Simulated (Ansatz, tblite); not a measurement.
Dissociation curve of BrMg (cation, charge +1), lowest triplet found (which spin is the ground state isn't settled by this scan).

Levels: UKS-PBE = Ansatz (a quantum-chemistry and plane-wave program) with unrestricted PBE/cc-pVDZ; GFN2-xTB, 300 K electronic temperature (tblite); UKS-PBE0 = unrestricted PBE0/cc-pVDZ run with Ansatz.

Total energies in hartree (comparable only within one method and basis):

| R / Å | UKS-PBE | GFN2-xTB | UKS-PBE0 |
|---|---|---|---|
| 1.86 | -2773.21720 | -3.93871 | -2773.32938 |
| 2.04 | -2773.29918 | -4.04386 | -2773.41119 |
| 2.16 | -2773.33090 | -4.07434 | -2773.44265 |
| 2.27 | -2773.34989 | -4.08977 | -2773.46139 |
| 2.36 | -2773.36043 | -4.09747 | -2773.47173 |
| 2.49 | -2773.37013 | -4.10408 | -2773.48119 |
| 2.57 | -2773.37378 | -4.10646 | -2773.48471 |
| 2.63 | -2773.37567 | -4.10766 | -2773.48652 |
| 2.73 | -2773.37758 | -4.10881 | -2773.48832 |
| 2.80 | -2773.37820 | -4.10910 | -2773.48888 |
| 2.94 | -2773.37823 | -4.10873 | -2773.48883 |
| 3.13 | -2773.37665 | -4.10675 | -2773.48723 |
| 3.27 | -2773.37489 | -4.10452 | -2773.48550 |
| 3.50 | -2773.37162 | -4.09987 | -2773.48234 |
| 3.77 | -2773.36792 | -4.09371 | -2773.47885 |
| 4.19 | -2773.36330 | -4.08435 | -2773.47465 |
| 4.65 | -2773.36002 | -4.07625 | -2773.47180 |
| 5.09 | -2773.35823 | -4.07131 | -2773.47024 |
| 5.74 | -2773.35708 | — | -2773.46898 |
| 6.51 | -2773.35697 | — | -2773.46823 |
| 7.54 | -2773.35771 | — | -2773.46779 |
| 8.83 | -2773.35877 | — | -2773.46759 |

A dash means that the run gave no value there, or that the column was ended at a point which the program doubted or which failed a test of continuity chosen for this set; such a test can also cut sound points.
